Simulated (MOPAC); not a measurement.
Job for MOPAC: PM6 on SbF, 2S+1 = 3, a spin state set in the input, which need not be the lowest, a point of a bond scan (R = 1.928 Å).

```
PM6 1SCF PRECISE CHARGE=0 UHF MS=1 THREADS=1
FSb

F      0.00000000 1     0.00000000 1     0.00000000 1
Sb     0.00000000 1     0.00000000 1     1.92805400 1
```

The log:

```
*******************************************************************************
 **                                                                           **
 **                              MOPAC v23.2.5                                **
 **                                                                           **
 *******************************************************************************
 ** MOPAC's Digital Object Identifier: https://doi.org/10.5281/zenodo.6511958 **
 **                                                                           **
 ** Please cite the open-source release paper for use of this MOPAC version:  **
 ** J. E. Moussa and J. J. P. Stewart (2026)                                  **
 ** MOPAC: An open-source semiempirical molecular orbital program             **
 ** J. Open Source Softw., 11(119), 8025, https://doi.org/10.21105/joss.08025 **
 *******************************************************************************

                              PM6 CALCULATION RESULTS

 *******************************************************************************
 *  PM6        - The PM6 Hamiltonian to be used
 *  UHF        - UNRESTRICTED HARTREE-FOCK CALCULATION
 *
 *
 *
 *                 CHARGE ON SYSTEM = 0
 *
 *
 *
 *  MS=        - IN MECI, MAGNETIC COMPONENT OF SPIN =  1.0
 *  PRECISE    - TIGHTER CRITERIA TO BE USED
 *  1SCF       - DO 1 SCF AND THEN STOP
 *  THREADS=1  - MULTI-THREADING NOT USED
 *  T=         - A TIME OF 172800.0 SECONDS REQUESTED
 *  DUMP=N     - RESTART FILE WRITTEN EVERY 7200.0 SECONDS REQUESTED
 *******************************************************************************
PM6 1SCF PRECISE CHARGE=0 UHF MS=1 THREADS=1
 FSb

   ATOM   CHEMICAL          X               Y               Z
  NUMBER   SYMBOL      (ANGSTROMS)     (ANGSTROMS)     (ANGSTROMS)

     1       F          0.00000000  *   0.00000000  *   0.00000000  *
     2      Sb          0.00000000  *   0.00000000  *   1.92805400  *



          CARTESIAN COORDINATES

    NO.       ATOM           X           Y           Z

     1         F          0.0000      0.0000      0.0000
     2        Sb          0.0000      0.0000      1.9281

 General Reference for PM6:
 "Optimization of Parameters for Semiempirical Methods V: Modification of NDDO Approximations
 and Application to 70 Elements", J. J. P. Stewart, J. Mol. Mod., 13, 1173-1213 (2007)
 URL: https://link.springer.com/article/10.1007/s00894-007-0233-4

           Empirical Formula: F Sb  =     2 atoms



      MOLECULAR POINT GROUP   :   C*v


          UHF CALCULATION, NO. OF ALPHA ELECTRONS =    7
                           NO. OF BETA  ELECTRONS =    5

 -------------------------------------------------------------------------------
 PM6 1SCF PRECISE CHARGE=0 UHF MS=1 THREADS=1
 FSb



     1SCF WAS SPECIFIED, SO BFGS WAS NOT USED
     SCF FIELD WAS ACHIEVED


                              PM6 CALCULATION
                                                       MOPAC v23.2.5 Linux




          FINAL HEAT OF FORMATION =        -24.07202 KCAL/MOL =    -100.71735 KJ/MOL


          COSMO AREA              =         88.27 SQUARE ANGSTROMS
          COSMO VOLUME            =         75.89 CUBIC ANGSTROMS

          IONIZATION POTENTIAL    =          9.409149 EV
          ALPHA SOMO LUMO (EV)    =         -9.409  1.519
          BETA  SOMO LUMO (EV)    =        -10.511  0.368
          NO. OF ALPHA ELECTRONS  =          7
          NO. OF BETA  ELECTRONS  =          5
          MOLECULAR WEIGHT        =        140.7484         POINT GROUP:  C*v

          MOLECULAR DIMENSIONS (Angstroms)

            Atom       Atom       Distance
           Sb     2    F     1     1.92805
           Sb     2    F     1     0.00000
            F     1   Sb     2     0.00000


          SCF CALCULATIONS        =          1





   ATOM   CHEMICAL          X               Y               Z
  NUMBER   SYMBOL      (ANGSTROMS)     (ANGSTROMS)     (ANGSTROMS)

     1       F          0.00000000  *   0.00000000  *   0.00000000  *
     2      Sb          0.00000000  *   0.00000000  *   1.92805400  *

                             CARTESIAN COORDINATES

   1    F        0.000000000     0.000000000     0.000000000
   2   Sb        0.000000000     0.000000000     1.928054000


           Empirical Formula: F Sb  =     2 atoms



      MOLECULAR POINT GROUP   :   C*v


          ALPHA EIGENVALUES
 -37.67661 -15.06222 -14.56041 -14.56041 -11.35596  -9.40915  -9.40915   1.51933
 100.17785 100.17785 103.10771 103.10771 104.41090


           BETA EIGENVALUES
 -37.51610 -14.76149 -14.42908 -14.42908 -10.51131   0.36813   0.36813   1.64690
 107.62958 108.23128 108.23128 110.75952 110.75952


              NET ATOMIC CHARGES AND DIPOLE CONTRIBUTIONS

  ATOM NO.   TYPE          CHARGE      No. of ELECS.   s-Pop       p-Pop       d-Pop
    1          F          -0.616133        7.6161     1.95723     5.65891
    2         Sb           0.616133        4.3839     1.76592     2.60803     0.00992
 DIPOLE           X         Y         Z       TOTAL
 POINT-CHG.     0.000     0.000     5.706     5.706
 HYBRID         0.000    -0.000    -3.021     3.021
 SUM            0.000    -0.000     2.685     2.685


          ATOMIC ORBITAL ELECTRON POPULATIONS

     Atom    s        px        py        pz      x^2-y^2     xz        z^2       yz        xy
    1  F   1.95723   1.97727   1.97727   1.70437
    2 Sb   1.76592   1.02145   1.02145   0.56514   0.00000   0.00128   0.00735   0.00128   0.00000


                    (SZ)    =    1.000000
                    (S**2)  =    2.057084


          ATOMIC ORBITAL SPIN POPULATIONS

    Atom   Total    s     px     py     pz   x^2-y^2  xz     z^2    yz     xy
         Atomic
    1  F  0.0758  0.000  0.022  0.022  0.031
    2 Sb  1.9242  0.131  0.977  0.977 -0.164  0.000  0.001  0.002  0.001  0.000

 **********************
 *                    *
 * JOB ENDED NORMALLY *
 *                    *
 **********************




 == MOPAC DONE ==
```

The run finished.

Cost: about 0.03 core-seconds (a rough figure).
